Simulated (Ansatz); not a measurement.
Steps of a relaxation of C5H13Al, SMILES `CC(C)(C)[CH2][AlH2]` with RKS PBE-D4/def2-SVP.

```sh
$ ansatz run in.yaml --threads 4 --pin off --events-out ev --progress --plain --max-ram 11315MiB
```

```yaml
crystal:
  periodic: [false, false, false]
  atoms:
    - {symbol: C, position_ang: [-0.415000, -1.593800, -0.068200]}
    - {symbol: C, position_ang: [0.306500, -0.219800, -0.171500]}
    - {symbol: C, position_ang: [1.782100, -0.529000, -0.314900]}
    - {symbol: C, position_ang: [-0.066600, 0.572200, -1.427800]}
    - {symbol: C, position_ang: [0.098100, 0.624800, 1.094100]}
    - {symbol: Al, position_ang: [-1.785800, 1.241400, 1.547100]}
    - {symbol: H, position_ang: [-0.148900, -2.104500, 0.841000]}
    - {symbol: H, position_ang: [-0.204500, -2.172200, -0.968000]}
    - {symbol: H, position_ang: [-1.555500, -1.359300, -0.013400]}
    - {symbol: H, position_ang: [2.408600, 0.408900, -0.354300]}
    - {symbol: H, position_ang: [2.004500, -1.140300, -1.187600]}
    - {symbol: H, position_ang: [2.195100, -1.090200, 0.600800]}
    - {symbol: H, position_ang: [0.330900, 1.568300, -1.499700]}
    - {symbol: H, position_ang: [-1.261100, 0.757800, -1.392800]}
    - {symbol: H, position_ang: [0.090800, -0.029300, -2.342300]}
    - {symbol: H, position_ang: [0.457800, 0.099800, 2.018000]}
    - {symbol: H, position_ang: [0.711000, 1.591700, 1.048800]}
    - {symbol: H, position_ang: [-2.996300, 0.615300, 0.717800]}
    - {symbol: H, position_ang: [-1.993300, 2.754000, 1.929400]}
basis:
  gaussian: {orbitals: def2-SVP}
hamiltonian: {xc: pbe, dispersion: d4}
relax: {f_tol: 0.03, max_steps: 200}
```

Positions (Å) and forces (eV/Å) along the path, 8 of 14 steps:

```xyz
19
step=1 energy=-11975.9300 eV
C    -0.415   -1.594   -0.068   -2.235    2.327   -0.574
C     0.306   -0.220   -0.172    0.591   -0.293    0.199
C     1.782   -0.529   -0.315    1.749    0.185    1.778
C    -0.067    0.572   -1.428   -4.039   -0.902    0.311
C     0.098    0.625    1.094   -0.420    0.878    0.962
Al   -1.786    1.241    1.547    0.742    0.084   -1.602
H    -0.149   -2.104    0.841    0.427   -0.638    0.770
H    -0.204   -2.172   -0.968    0.006   -0.557   -0.312
H    -1.556   -1.359   -0.013    1.313   -0.620   -0.166
H     2.409    0.409   -0.354   -0.327   -0.398   -0.174
H     2.005   -1.140   -1.188    0.139   -0.335   -0.633
H     2.195   -1.090    0.601   -0.474    0.401   -0.843
H     0.331    1.568   -1.500    0.879    0.848   -0.035
H    -1.261    0.758   -1.393    2.011   -0.328   -0.190
H     0.091   -0.029   -2.342    0.210    0.159   -0.142
H     0.458    0.100    2.018    0.254   -0.041   -0.308
H     0.711    1.592    1.049   -0.450   -0.753    0.038
H    -2.996    0.615    0.718   -0.311   -0.331    0.296
H    -1.993    2.754    1.929   -0.066    0.315    0.625
19
step=4 energy=-11976.5914 eV rejected
C    -0.440   -1.543   -0.075    0.015   -0.169    0.050
C     0.336   -0.227   -0.191    0.112    0.293    0.289
C     1.855   -0.518   -0.282   -0.183   -0.005   -0.150
C    -0.138    0.537   -1.439    0.121    0.060   -0.091
C     0.057    0.671    1.053    0.159   -0.122   -0.065
Al   -1.753    1.340    1.354   -0.226    0.172   -0.243
H    -0.112   -2.117    0.816   -0.032   -0.015    0.042
H    -0.265   -2.188   -0.960   -0.026   -0.007   -0.037
H    -1.534   -1.370    0.010    0.030   -0.008   -0.012
H     2.436    0.424   -0.370   -0.021   -0.007    0.020
H     2.089   -1.137   -1.175    0.010   -0.016    0.026
H     2.223   -1.061    0.615   -0.075    0.040   -0.040
H     0.408    1.499   -1.529   -0.049    0.052   -0.046
H    -1.230    0.757   -1.383    0.079   -0.024   -0.023
H     0.035   -0.030   -2.378    0.000   -0.038    0.027
H     0.279    0.108    1.987    0.216   -0.139    0.130
H     0.754    1.541    1.080   -0.021   -0.061   -0.039
H    -3.054    0.585    0.822   -0.131   -0.131   -0.008
H    -1.988    2.725    2.103    0.022    0.126    0.170
19
step=5 energy=-11976.6205 eV
C    -0.440   -1.547   -0.072    0.009    0.018    0.022
C     0.333   -0.219   -0.173   -0.013    0.001    0.008
C     1.842   -0.517   -0.288   -0.004    0.002   -0.014
C    -0.128    0.545   -1.431    0.010    0.024   -0.010
C     0.062    0.657    1.079   -0.005    0.016   -0.023
Al   -1.776    1.350    1.332    0.066   -0.048   -0.009
H    -0.122   -2.122    0.823   -0.003   -0.013    0.000
H    -0.262   -2.184   -0.963    0.004   -0.003    0.005
H    -1.534   -1.377    0.007    0.001    0.000   -0.004
H     2.429    0.421   -0.376   -0.005   -0.003    0.001
H     2.065   -1.140   -1.180    0.000   -0.003    0.001
H     2.210   -1.062    0.605   -0.012    0.001    0.001
H     0.405    1.515   -1.528   -0.011   -0.004   -0.004
H    -1.222    0.754   -1.400    0.014   -0.007    0.007
H     0.061   -0.036   -2.357    0.007   -0.008   -0.007
H     0.365    0.103    2.000   -0.016    0.008   -0.001
H     0.732    1.549    1.063    0.005   -0.006    0.006
H    -3.076    0.574    0.802   -0.039   -0.009   -0.012
H    -1.985    2.733    2.114   -0.010    0.033    0.033
19
step=6 energy=-11976.6228 eV
C    -0.443   -1.539   -0.068   -0.004    0.004    0.007
C     0.334   -0.214   -0.180    0.012   -0.004   -0.006
C     1.841   -0.519   -0.288   -0.001    0.005    0.012
C    -0.119    0.536   -1.448   -0.021    0.018    0.013
C     0.061    0.671    1.065    0.016    0.000   -0.024
Al   -1.778    1.346    1.349   -0.020    0.014    0.011
H    -0.136   -2.107    0.835    0.002    0.000    0.002
H    -0.259   -2.186   -0.951    0.000   -0.004    0.001
H    -1.537   -1.364   -0.003   -0.005   -0.006    0.001
H     2.433    0.415   -0.381    0.000   -0.001    0.001
H     2.066   -1.152   -1.173   -0.004    0.001    0.002
H     2.204   -1.058    0.612    0.002    0.000    0.003
H     0.402    1.512   -1.547    0.000   -0.005    0.001
H    -1.215    0.731   -1.429    0.007    0.008   -0.005
H     0.089   -0.050   -2.367    0.003   -0.008   -0.003
H     0.366    0.123    1.990   -0.010    0.005   -0.003
H     0.730    1.563    1.048   -0.007   -0.001   -0.005
H    -3.087    0.598    0.790    0.014    0.003   -0.005
H    -1.994    2.691    2.204    0.017   -0.028   -0.003
19
step=7 energy=-11976.6240 eV
C    -0.447   -1.531   -0.063   -0.023   -0.015   -0.014
C     0.333   -0.210   -0.190    0.032    0.023    0.008
C     1.840   -0.520   -0.283   -0.006   -0.003    0.014
C    -0.110    0.526   -1.470   -0.038   -0.019    0.011
C     0.057    0.690    1.043    0.012   -0.027    0.002
Al   -1.782    1.341    1.368   -0.056    0.077    0.054
H    -0.149   -2.088    0.850    0.005    0.014    0.001
H    -0.258   -2.192   -0.935   -0.004    0.000    0.001
H    -1.542   -1.352   -0.011    0.007   -0.009    0.002
H     2.435    0.411   -0.386    0.001   -0.003    0.001
H     2.068   -1.166   -1.158   -0.001    0.004    0.003
H     2.194   -1.047    0.627    0.003    0.006   -0.007
H     0.404    1.504   -1.573    0.011   -0.001    0.004
H    -1.208    0.712   -1.465    0.017    0.009   -0.009
H     0.115   -0.069   -2.380   -0.007    0.005    0.007
H     0.365    0.152    1.974    0.004    0.008   -0.006
H     0.723    1.584    1.020   -0.014    0.006   -0.012
H    -3.092    0.629    0.755    0.044    0.039    0.017
H    -1.987    2.622    2.333    0.013   -0.115   -0.078
19
step=8 energy=-11976.6255 eV
C    -0.447   -1.531   -0.061   -0.020   -0.014   -0.006
C     0.333   -0.210   -0.191    0.021    0.024    0.003
C     1.841   -0.520   -0.283   -0.006   -0.004    0.009
C    -0.111    0.523   -1.472   -0.035   -0.017    0.004
C     0.057    0.692    1.040    0.000   -0.039    0.008
Al   -1.782    1.339    1.369   -0.049    0.066    0.041
H    -0.146   -2.086    0.852    0.003    0.008    0.003
H    -0.259   -2.194   -0.932   -0.003    0.002    0.002
H    -1.542   -1.353   -0.007    0.009   -0.004   -0.001
H     2.435    0.412   -0.388    0.000   -0.003    0.001
H     2.070   -1.168   -1.155    0.000    0.003    0.002
H     2.195   -1.044    0.630    0.000    0.006   -0.009
H     0.409    1.498   -1.579    0.010    0.003    0.001
H    -1.207    0.716   -1.466    0.024    0.002   -0.004
H     0.109   -0.076   -2.381   -0.005    0.005    0.008
H     0.369    0.159    1.972    0.006    0.013   -0.009
H     0.720    1.589    1.012   -0.010    0.010   -0.007
H    -3.095    0.656    0.735    0.035    0.013    0.001
H    -1.991    2.595    2.360    0.019   -0.074   -0.047
19
step=13 energy=-11976.6305 eV
C    -0.449   -1.524   -0.037    0.003    0.002    0.004
C     0.333   -0.206   -0.195    0.001    0.000   -0.003
C     1.840   -0.520   -0.281    0.000    0.000   -0.001
C    -0.110    0.500   -1.492    0.000    0.004   -0.006
C     0.056    0.717    1.018    0.008    0.009    0.014
Al   -1.788    1.323    1.385   -0.033    0.011    0.023
H    -0.154   -2.053    0.894   -0.002    0.000   -0.001
H    -0.259   -2.210   -0.888    0.000    0.000    0.002
H    -1.544   -1.343    0.005   -0.001    0.001   -0.002
H     2.435    0.410   -0.400   -0.001   -0.001    0.000
H     2.069   -1.181   -1.143    0.000    0.000    0.000
H     2.194   -1.030    0.640   -0.001    0.000   -0.001
H     0.434    1.458   -1.631   -0.005   -0.005    0.001
H    -1.199    0.721   -1.480    0.005   -0.002    0.000
H     0.089   -0.130   -2.384    0.001    0.001    0.003
H     0.421    0.231    1.956   -0.005    0.005   -0.011
H     0.680    1.641    0.943   -0.003   -0.008   -0.001
H    -3.074    0.843    0.544    0.027    0.013    0.015
H    -2.016    2.350    2.603    0.007   -0.029   -0.035
19
step=14 energy=-11976.6308 eV
C    -0.450   -1.521   -0.033    0.003    0.000    0.000
C     0.333   -0.204   -0.196    0.002   -0.001    0.000
C     1.840   -0.520   -0.281   -0.001   -0.001   -0.001
C    -0.109    0.497   -1.495    0.001    0.000    0.000
C     0.057    0.721    1.015    0.002    0.002   -0.002
Al   -1.789    1.319    1.388    0.002    0.002    0.005
H    -0.158   -2.046    0.901    0.000    0.001   -0.001
H    -0.258   -2.213   -0.880   -0.001    0.000    0.001
H    -1.545   -1.339    0.004   -0.002    0.000    0.000
H     2.436    0.409   -0.401    0.000    0.000    0.000
H     2.069   -1.183   -1.142    0.000    0.000    0.000
H     2.193   -1.028    0.641    0.000    0.000    0.001
H     0.432    1.456   -1.636   -0.001   -0.001    0.000
H    -1.199    0.715   -1.486    0.000    0.000    0.000
H     0.092   -0.136   -2.385    0.000    0.000    0.001
H     0.428    0.240    1.953   -0.002    0.001   -0.003
H     0.676    1.647    0.935   -0.003   -0.003    0.000
H    -3.069    0.870    0.524    0.003    0.002    0.002
H    -2.019    2.311    2.630   -0.004   -0.002   -0.002
```

Run time 30 s (4 threads of an Arm Neoverse V2 on a shared host); peak host memory 0.22 GiB.
